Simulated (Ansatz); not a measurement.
input.yaml

```yaml
crystal:
  periodic: [false, false, false]
  atoms:
    - { symbol: B, position_ang: [-2.246845, 0.0362, -0.303394] }
    - { symbol: F, position_ang: [-2.030204, -1.300976, -0.171509] }
    - { symbol: H, position_ang: [-2.766236, 0.598841, 0.611595] }
    - { symbol: H, position_ang: [-1.953158, 0.532472, -1.349301] }
    - { symbol: H, position_ang: [0.006078, -1.077334, 0.579284] }
    - { symbol: O, position_ang: [0.344271, -0.18876, 0.714114] }
    - { symbol: Si, position_ang: [1.830824, 0.238744, 0.111102] }
    - { symbol: H, position_ang: [2.927532, -0.460383, 0.819721] }
    - { symbol: H, position_ang: [1.935525, -0.0715, -1.334492] }
    - { symbol: H, position_ang: [1.952213, 1.692595, 0.322779] }
basis:
  gaussian: { orbitals: def2-SVP }
hamiltonian:
  xc: { name: BHLYP }
relax:
  f_tol: 0.03
  max_steps: 50
```

Launched with:

```bash
$ ansatz run input.yaml --threads 2 --pin off --max-ram 3072MiB --backend cpu --events-out ev --progress --plain --runs-dir out
```

Hardware: 2 threads of Arm Neoverse V2, on a shared host.

Problem. Roughly how long does this run take, and how much memory?

Solution. 36 s, with a peak of 0.17 GiB, for 21 ionic steps.
